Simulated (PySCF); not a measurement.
AlFH5NO2Si, SMILES [OH][Al]([OH])[NH][SiH2]F.

Geometry: B3LYP-D3(BJ)/def2-SVP. The structure was generated by enumeration; whether it is a known compound was not checked. The values are those of a single conformer.

Vertical ionisation energy (IE) and electron affinity (EA) in eV. Rows of orbital energies are one-electron estimates. Where ΔSCF, EOM or ADC give a negative EA the extra electron is unbound and the value depends on the basis.

```
level                                          IE    EA
-------------------------------------------  ----  ----
−ε(HOMO), −ε(LUMO), B3LYP/def2-TZVP (PySCF)  8.01  0.83
−ε(HOMO), −ε(LUMO), PBE/def2-TZVP (PySCF)    6.85  1.38
```
